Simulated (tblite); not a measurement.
Compound: C5H7ClF (doublet state).
SMILES with atom numbers: `[F:1][C@@H:2]1[CH2:3][CH2:4][C:5]([Cl:6])[CH2:7]1` (hydrogens: H8 on C2; H9, H10 on C3; H11, H12 on C4; H13, H14 on C7)

Geometry (GFN2-xTB, Å), atoms numbered from 1 in this order:
```
atom  x, y, z in Å
F1    -1.3038   -0.8771    1.4463
C2    -1.1190   -0.4521    0.1446
C3     0.1121   -1.1417   -0.4474
C4     1.2993   -0.2759   -0.0054
C5     0.6899    1.0679    0.1737
Cl6    1.5818    2.5088    0.0958
C7    -0.7965    1.0443    0.1367
H8    -2.0483   -0.7010   -0.3780
H9     0.0245   -1.1419   -1.5332
H10    0.1851   -2.1696   -0.0968
H11    2.1145   -0.2751   -0.7329
H12    1.7113   -0.6505    0.9406
H13   -1.2016    1.5210   -0.7649
H14   -1.2500    1.5426    0.9988
```

Calculated harmonic vibrations of the isolated species, GFN2-xTB (tblite), most abundant isotopes, no scaling. The method is semi-empirical: single wavenumbers can be off by several per cent or more. One conformer, not necessarily the lowest. Open shells enter through the occupations alone, without spin polarisation, and single modes of such species can be off by tens of per cent.

Harmonic wavenumbers (cm⁻¹): 28.4, 110.7, 138.4, 258.2, 347.6, 384.2, 458.4, 689.4, 773.2, 827.0, 855.1, 927.7, 970.7, 999.7, 1017.9, 1071.4, 1076.1, 1107.0, 1151.8, 1186.3, 1224.6, 1247.0, 1259.1, 1297.1, 1301.6, 1318.3, 1440.2, 1451.4, 1466.2, 2875.2, 2877.6, 2934.8, 2943.2, 2954.0, 3007.5, 3023.9.

A = 4707, B = 1308, C = 1154 MHz; mass 121.022 u (most abundant isotopes); point group C1, symmetry number 1; spin multiplicity 2.

Question: Zero-point energy?

Answer: Half the sum of the wavenumbers: 23500 cm⁻¹ = 281.13 kJ/mol.

Question: Give the ideal-gas entropy at 500 K and 1 bar in the rigid-rotor, harmonic-oscillator model (classical rotation).

Answer: Translation 179.42, rotation 124.46, vibration 133.23, spin (R ln 2) 5.76: S = 442.9 J/(mol K).

Question: And Cp and H(500 K) − H(0)?

Answer: Cp = 172.79 J/(mol K), of which vibrations give 139.54 (their classical limit is 36 R = 299.3); H(500 K) − H(0) = 50.48 kJ/mol without the zero-point energy, 33.85 from vibrations.

Question: What must be added to the electronic energy to get the Gibbs energy at 500 K and 1 bar?

Answer: ZPE + [H(500 K) − H(0)] − T·S = 281.13 + 50.48 − 221.43 = 110.18 kJ/mol.

Question: Which modes carry the vibrational entropy at 500 K?

Answer: 28.4 cm⁻¹: 29.14; 110.7 cm⁻¹: 17.86; 138.4 cm⁻¹: 16.02; 258.2 cm⁻¹: 10.97; 347.6 cm⁻¹: 8.65; 384.2 cm⁻¹: 7.89 J/(mol K); the other 30 give 42.69 together.

Question: Blend soft modes into free rotors: weight 1/[1 + (100 cm⁻¹/ν̃)⁴] for the oscillator and the rest for a rotor with moment μB/(μ + B), μ = h/(8π²ν), B = 10⁻⁴⁴ kg m². What vibrational entropy results?

Answer: 121.09 J/(mol K) in place of 133.23, which changes −T·S at 500 K by +6.07 kJ/mol.

Question: How do the functions run with temperature in this model?

Answer: 
```csv
T (K),S (J/(mol K)),Cp (J/(mol K)),H − H(0) (kJ/mol),G − H(0) (kJ/mol),ln q(vib)
50,245.6,47.8,2.02,-10.26,0.64
100,282.7,60.2,4.73,-23.54,1.50
298.15,369.8,112.4,21.44,-88.83,4.66
373.15,397.7,136.5,30.78,-117.61,5.84
750,523.2,222.5,100.41,-291.96,11.96
1000,591.7,253.5,160.19,-431.55,15.89
```

q(vib) and H(0) count from the zero-point level.

Hindered rotation and anharmonicity are outside this model. Other conformers, if any are populated, would add a mixing term that is left out. The structure is chiral; the term R ln 2 for an equal mix with its mirror image is left out.
